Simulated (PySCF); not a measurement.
Species: C₇H₈Se.
Bonds: C1–C2 (triple), C2–C3, C3–Se4, Se4–C5, C5–C6 (double), C5–C7, C7–C8 (double). Hydrogens: H9 on C1; H10, H11 on C3; H12, H13 on C6; H14 on C7; H15, H16 on C8.

Method used: PBE0-D3(BJ)/def2-SVP geometry optimisation, gas phase in PySCF 2.14.0.

Q: What internal coordinates does the optimisation give?

A: 
```json
{"bond": "C1≡C2", "length (bohr)": "2.289", "order": "triple"}
{"bond": "C2–C3", "length (bohr)": "2.736", "order": "single"}
{"bond": "C3–Se4", "length (bohr)": "3.704", "order": "single"}
{"bond": "Se4–C5", "length (bohr)": "3.612", "order": "single"}
{"bond": "C5=C6", "length (bohr)": "2.540", "order": "double"}
{"bond": "C5–C7", "length (bohr)": "2.768", "order": "single"}
{"bond": "C7=C8", "length (bohr)": "2.529", "order": "double"}
{"bond": "C1–H9", "length (bohr)": "2.030", "order": "single"}
{"bond": "C3–H10, C3–H11", "length (bohr)": "2.081", "order": "single"}
{"bond": "C6–H12", "length (bohr)": "2.061", "order": "single"}
{"bond": "C6–H13", "length (bohr)": "2.068", "order": "single"}
{"bond": "C7–H14", "length (bohr)": "2.072", "order": "single"}
{"bond": "C8–H15", "length (bohr)": "2.068", "order": "single"}
{"bond": "C8–H16", "length (bohr)": "2.064", "order": "single"}
```

Bonds in one row agree within 0.02 bohr and their mean is given. Orders are formal, as drawn. A selection of angles:
```json
{"angle": "C1–C2–C3", "degrees": "179.7"}
{"angle": "C2–C3–Se4", "degrees": "115.0"}
{"angle": "C3–Se4–C5", "degrees": "99.4"}
{"angle": "Se4–C5–C6", "degrees": "123.8"}
{"angle": "Se4–C5–C7", "degrees": "115.2"}
{"angle": "C6–C5–C7", "degrees": "121.0"}
{"angle": "C5–C7–C8", "degrees": "127.1"}
```

Torsions: C2–C3–Se4–C5 -79° (synclinal); C3–Se4–C5–C6 16° (synperiplanar); Se4–C5–C7–C8 6° (synperiplanar). The mirror-image conformer, all signs reversed, is as good.

The C–C distances run from 1.211 Å (C1≡C2, drawn triple) to 1.465 Å (C5–C7, drawn single), a spread of 0.254 Å. The C–Se distances run from 1.911 Å (Se4–C5, drawn single) to 1.960 Å (C3–Se4, drawn single), a spread of 0.049 Å. Of the pairs four or more bonds apart, Se4···H15 is among the closest relative to their van der Waals radii: 2.73 Å, 88 % of the sum of Bondi's values.

Point group: C1 (no symmetry element, even within 0.4 Å). PBE0-D3(BJ)/def2-SVP frequencies: not computed here. One conformer, not necessarily the lowest.
